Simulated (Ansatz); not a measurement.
`[F][Sn][F]` and `[CH3][Sn][F]` differ in one atom or group.

Ansatz, PBE0-D4/def2-TZVP geometries, multiplicity 1. 

Elements past krypton have def2 core potentials.

| property | `[F][Sn][F]` |
| --- | --- |
| zero-point energy (PBE0-D4/def2-TZVP) / kJ/mol | 8.3 |
| HOMO energy (PBE0/def2-TZVPP) / eV | -8.72 |
| LUMO energy (ωB97M-V/def2-TZVPP) / eV | -0.98 |
| size of the dipole moment (B3LYP/def2-TZVPP) / D | 3.79 |
| HOMO energy (B3LYP/def2-TZVPP) / eV | -8.58 |
| LUMO energy (B3LYP/def2-TZVPP) / eV | -3.05 |

**Question.** What does the change do to each property? (An estimate is asked.)

**Answer.** Computed: 
```csv
property,`[CH3][Sn][F]`,shift
zero-point energy (PBE0-D4/def2-TZVP) / kJ/mol,94.8,86.5
HOMO energy (PBE0/def2-TZVPP) / eV,-6.66,2.06
LUMO energy (ωB97M-V/def2-TZVPP) / eV,-0.76,0.22
size of the dipole moment (B3LYP/def2-TZVPP) / D,2.78,-1.01
HOMO energy (B3LYP/def2-TZVPP) / eV,-6.50,2.08
LUMO energy (B3LYP/def2-TZVPP) / eV,-2.79,0.26
```

With PBE0 the HOMO rises by 2.06 eV and the LUMO rises by 0.26 eV, so the gap narrows by about 1.80 eV. PBE moves the HOMO by 1.86 eV and ωB97M-V by 2.17 eV. The zero-point energy changes by 86.5 kJ/mol with +9 modes. Dipoles are sizes alone; their direction can turn.

B3LYP here is the variant with VWN-RPA as its local correlation; programs differ in this.
